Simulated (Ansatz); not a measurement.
Dissociation curve of GaH, singlet.

- RHF/aug-cc-pVDZ (Ansatz, a program for electronic structure)
- RMP2 = MP2 on RHF/aug-cc-pVDZ, cores with 3d frozen in Ansatz
- UHF/aug-cc-pVDZ (Ansatz)
- UMP2 = MP2 on UHF/aug-cc-pVDZ, cores with 3d frozen (Ansatz)
- UCCSD = CCSD on UHF/aug-cc-pVDZ, cores with 3d frozen in Ansatz
- UCCSD(T) = CCSD(T) on UHF/aug-cc-pVDZ, cores with 3d frozen (Ansatz)
- UCCSDT = CCSDT on UHF/aug-cc-pVDZ, cores with 3d frozen (Ansatz)
- UCCSDT(Q) = CCSDT(Q) on UHF/aug-cc-pVDZ, cores with 3d frozen in Ansatz
- RKS-PBE0 = Ansatz with restricted PBE0/aug-cc-pVDZ
- UKS-PBE0 = unrestricted PBE0/aug-cc-pVDZ (Ansatz)
- RKS-CAM-B3LYP = restricted CAM-B3LYP/aug-cc-pVDZ in Ansatz
- UKS-CAM-B3LYP = unrestricted CAM-B3LYP/aug-cc-pVDZ in Ansatz
- RKS-PBE = restricted PBE/aug-cc-pVDZ run with Ansatz
- UKS-PBE = unrestricted PBE/aug-cc-pVDZ run with Ansatz
- FCI = full CI/aug-cc-pVDZ, cores with 3d frozen run with Ansatz

All curves are set to zero at 1.68 Å and compared with full CI in the same basis at 1.68, 1.74, 1.79, 1.82, 1.95, 2.06, 2.26, 2.51, 2.78, 3.00, 3.33, 3.65, 4.17, 4.54, 4.93, 5.92, 6.65 Å.

Question: Which method stays most parallel to full CI over these points, and which least?

Answer: UCCSDT(Q) has the smallest spread and RHF the largest. In order (kcal/mol): UCCSDT(Q) 0.21, UCCSDT 0.36, UKS-PBE 1.14, UCCSD(T) 2.28, UCCSD 3.22, UKS-PBE0 4.91, UKS-CAM-B3LYP 5.35, UMP2 13.89, RKS-PBE 18.68, UHF 22.90, RKS-PBE0 32.59, RMP2 33.42, RKS-CAM-B3LYP 43.42, RHF 57.23.

Errors against full CI at some of the points (kcal/mol):

```
method         2.06 Å  2.51 Å  3.33 Å  4.17 Å  6.65 Å
-------------  ------  ------  ------  ------  ------
UCCSDT(Q)         0.0     0.0     0.1     0.1    -0.1
UCCSDT            0.0     0.0     0.2     0.2    -0.1
UKS-PBE          -0.8    -1.1     0.0    -0.9    -0.2
UCCSD(T)          0.1     0.3     1.8     1.3    -0.2
UCCSD             0.2     0.9     2.8     1.1    -0.4
UKS-PBE0          0.8     2.3     3.4     0.6    -0.6
UKS-CAM-B3LYP     1.3     3.3     4.4     2.2     2.0
UMP2              1.2     7.6     4.9    -2.0    -4.1
RKS-PBE          -0.8    -1.1     0.8     6.3    17.5
UHF               2.1     4.4    -7.5   -16.0   -18.5
RKS-PBE0          0.8     2.3     7.4    15.9    32.6
RMP2              1.2     3.5    10.0    20.2    32.7
RKS-CAM-B3LYP     1.3     3.3     9.8    20.4    43.4
RHF               2.1     5.4    14.1    27.1    57.2
```

The restricted form behind RHF, RMP2, RKS-PBE0, RKS-CAM-B3LYP, RKS-PBE keeps the bonding electrons paired and can't separate into open-shell fragments. The T1 diagnostic of CCSD on the restricted reference of RMP2 exceeds 0.045 at 3.00 to 6.65 Å. The unrestricted determinant behind UHF, UMP2, UCCSD, UCCSD(T), UCCSDT, UCCSDT(Q) is spin-contaminated at 1.24 to 1.50, 2.51 to 6.65 Å (<S²> up to 1.0, against 0.00 for a pure singlet). The unrestricted determinant behind UKS-PBE0 is spin-contaminated at 3.00 to 6.65 Å (<S²> up to 1.0, against 0.00 for a pure singlet). The unrestricted determinant behind UKS-CAM-B3LYP is spin-contaminated at 2.78 to 6.65 Å (<S²> up to 1.0, against 0.00 for a pure singlet). The unrestricted determinant behind UKS-PBE is spin-contaminated at 3.33 to 6.65 Å (<S²> up to 1.0, against 0.00 for a pure singlet).
